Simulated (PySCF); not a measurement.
1-chlorocyclopenta-1,3-diene (C5H5Cl), SMILES ClC1=CC=CC1.

Geometry: ωB97X-D3(BJ)/def2-SVP. The values are those of a single conformer.

Level of theory: PySCF with PBE/def2-TZVP.

Symmetry labels are those of the subgroup Cs that the program uses (full group Cs).

Computed valence orbital energies around the gap with their symmetry:
| orbital | symmetry | energy (eV) |
|---|---|---|
| HOMO−7 | A' | -10.09 |
| HOMO−6 | A' | -9.71 |
| HOMO−5 | A' | -9.40 |
| HOMO−4 | A' | -8.98 |
| HOMO−3 | A" | -8.57 |
| HOMO−2 | A" | -7.48 |
| HOMO−1 | A' | -7.32 |
| HOMO | A" | -5.32 |
| LUMO | A" | -1.78 |
| LUMO+1 | A' | 0.10 |
| LUMO+2 | A" | 0.50 |
| LUMO+3 | A' | 0.85 |
